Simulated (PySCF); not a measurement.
Tl(I) anion (ITl), SMILES [I][Tl] (connectivity only; charge and spin as stated), charge -1, multiplicity 2. Atoms are numbered in the order given.

```xyz
2

Tl     0.0000     0.0000    -1.2215
I      0.0000     0.0000     1.8668
```
Charge -1, spin multiplicity 2.

Geometry optimised at PBE0-D3(BJ)/def2-TZVPD. The multiplicity is an assumed one; other spin states were not compared. The def2 effective core potentials stand for the cores of I, Tl; spin–orbit coupling is left out.

Level of theory: ωB97X/def2-TZVPD run with PySCF.

Mulliken values depend strongly on the basis, most of all with diffuse functions as here. ESP charges are fitted to the potential on shells at 1.4 to 2.0 van der Waals radii. Atomic charges (e):

| atom | ESP fit | Mulliken | Mulliken spin |
|---|---|---|---|
| Tl1 | ___ | -0.28 | 0.96 |
| I2 | ___ | -0.72 | 0.04 |

Task: Fill in the missing entries. (Estimate from the structure and the level; the computed values follow.)

Result: 
- Tl1, ESP fit: -0.36
- I2, ESP fit: -0.64
